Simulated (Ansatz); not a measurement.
Z-matrix (Å, degrees):
```
Si
C 1 1.852
O 1 1.649 2 104.5
O 1 1.647 2 111.9 3 -120.9
C 1 1.854 2 112.8 3 122.4
C 2 1.331 1 123.5 3 -7.9
H 2 1.089 1 118.3 3 172.3
H 3 0.958 1 117.2 2 163.1
H 4 0.959 1 116.8 2 57.8
C 5 1.331 1 122.8 2 -25.1
H 5 1.090 1 119.0 2 154.7
H 6 1.086 2 121.2 1 0.1
H 6 1.087 2 122.2 1 179.8
H 10 1.087 5 122.4 1 -179.6
H 10 1.087 5 121.5 1 0.7
```

The species carries charge 0 and has multiplicity 1.

Q: List the r2SCAN/def2-TZVPP orbital energies in eV (Ansatz 0.2.0). (Best estimate.)

A: Ansatz gave: Occupied: -1791.39, -515.62, -515.58, -273.24, -273.20, -272.75, -272.73, -141.69, -96.58, -96.55, -96.52, -26.46, -25.96, -19.96, -19.72, -15.34, -14.66, -13.81, -13.15, -11.86, -11.47, -10.44, -10.35, -9.73, -9.18, -8.80, -7.88, -7.77, -7.21, -7.13, -6.92. Lowest empty: -1.24, -1.18, 0.88, 1.57, 2.02, 2.18, 2.60, 2.91.
